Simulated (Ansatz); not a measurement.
```xyz
18

C     1.2132    0.6589    0.0176
C     0.0365    1.4223   -0.0319
C    -1.2348    0.6869    0.0445
C    -1.1780   -0.6974   -0.0241
C     0.0046   -1.3748    0.0352
C     1.2258   -0.7306   -0.0427
C     3.6620    0.6652   -0.0302
C     2.4739    1.4254   -0.0354
C     2.4277   -1.4389    0.0381
C     3.6618   -0.7257   -0.0455
H     0.0004    2.4580   -0.0271
H    -2.2019    1.2514    0.0338
H    -2.1473   -1.2167   -0.0328
H     0.0285   -2.4739    0.0317
H     4.6413    1.2444   -0.0362
H     2.4900    2.5140   -0.0042
H     2.4485   -2.5187    0.0459
H     4.5797   -1.2282    0.0356
```

Basis set: 6-31G* (spherical functions). Correlated methods keep 10 orbitals frozen. Charge 0, multiplicity 1.

Computed with Ansatz (development build ahead of 0.2.0); each method stands on the lowest determinant of its kind that the runs found. Restricted open shells among the atoms or ions are ROHF, correlated in semicanonical orbitals with singles.

The atomization energy at this shape (free ground-state atoms in the same class of orbitals less the molecule, no zero-point energy) of singlet C₁₀H₈:

| method | atomization energy |
| --- | --- |
| RHF | 69.68 eV |

Question: What does RHF-MP2 give?

Answer: 89.13 eV. Caution: the shape is not the minimum.
